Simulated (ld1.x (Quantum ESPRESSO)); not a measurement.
Before and after: RRKJ potential for thulium

```
Element                 : thulium (Tm)
Generator               : ld1.x (Quantum ESPRESSO) 7.5
Type                    : norm-conserving RRKJ (Kleinman–Bylander form)
Functional              : LDA (PZ)
Relativity              : non-relativistic
Frozen core             : [Kr] 4d10 4f12
Valence charge          : 11
Reference configuration : 5s2 5p6 5d0 6s0 6p0 (charge +3)
Partial waves           : 5s (bound): rc 2.25 bohr; 5p (bound): rc 2.45 bohr; 5d (bound, empty): rc 2.85 bohr
Local potential         : all-electron potential smoothed inside 2.30 bohr (lloc = -2)
Core correction         : none
```

All-electron outer shells of the reference configuration (LDA (PZ), non-relativistic, ld1.x):

```json
{"shell": "5s", "level (eV)": "-74.63", "outermost node (bohr)": "0.64", "outermost maximum (bohr)": "1.17"}
{"shell": "5p", "level (eV)": "-54.65", "outermost node (bohr)": "0.66", "outermost maximum (bohr)": "1.27"}
{"shell": "4f", "level (eV)": "-41.01", "outermost node (bohr)": "–", "outermost maximum (bohr)": "0.49"}
{"shell": "5d", "level (eV)": "-25.97", "outermost node (bohr)": "0.71", "outermost maximum (bohr)": "1.68"}
{"shell": "6s", "level (eV)": "-22.30", "outermost node (bohr)": "1.54", "outermost maximum (bohr)": "2.83"}
{"shell": "6p", "level (eV)": "-17.36", "outermost node (bohr)": "1.73", "outermost maximum (bohr)": "3.25"}
```

Change: wave 5s (bound): rc 2.25 bohr becomes 5s (bound): rc 2.18 bohr.

Cutoffs: the cutoffs (Ry, on a coarse ladder) from which the occupation-weighted sum of valence levels, in a spherical-Bessel basis at the reference potential, stays within 10 and 1 mRy of its value at 400 Ry; they do not see the model core or the augmentation charge, which bear on the density cutoff. Errors are all-electron minus pseudo energies relative to the spin-unpolarised reference configuration. Spin-polarised tests are left out, since the open f shell is frozen unpolarised in the core.

Q: What does the change do?

A: The potential gets harder (18 Ry and 21 Ry → 18 Ry and 25 Ry); the errors of the 7 common tests hardly move; neither file shows a bound ghost. A smaller radius makes the pseudo-wave follow the all-electron one further in, where it bends more sharply, so more plane waves are needed.

```csv
quantity,base,changed
"cutoff, loose",18 Ry,18 Ry
"cutoff, tight",21 Ry,25 Ry
loose cutoff by channel (10 mRy a level),"s 15 Ry, p 15 Ry","s 18 Ry, p 15 Ry"
bound ghosts,none,none
"error for 5s2 5p6 5d1 6s2 6p0, meV [ΔE -39.64 eV]",+803,+756
"error for 5s2 5p6 5d1 6s1 6p0, meV [ΔE -32.95 eV]",+541,+510
"error for 5s2 5p6 5d1 6s0 6p0, meV [ΔE -20.81 eV]",+28,+28
"error for 5s2 5p6 5d1 6s0 6p2, meV [ΔE -34.14 eV]",+46,+46
"error for 5s2 5p6 5d2 6s1 6p0, meV [ΔE -38.22 eV]",+396,+375
"error for 5s2 5p6 5d1 6s1.5 6p0, meV [ΔE -36.95 eV]",+695,+655
"error for 5s1 5p6 5d1 6s2 6p0, meV [ΔE 15.08 eV]",+1425,+1366
s: phases at 3.11 bohr within 0.05 rad from the reference energy up to (Ry; the scan ends near 5),-2.4,-2.4
p: phases at 3.11 bohr within 0.05 rad from the reference energy up to (Ry; the scan ends near 5),3.8,3.8
d: phases at 3.11 bohr within 0.05 rad from the reference energy up to (Ry; the scan ends near 5),-0.1,-0.1
```
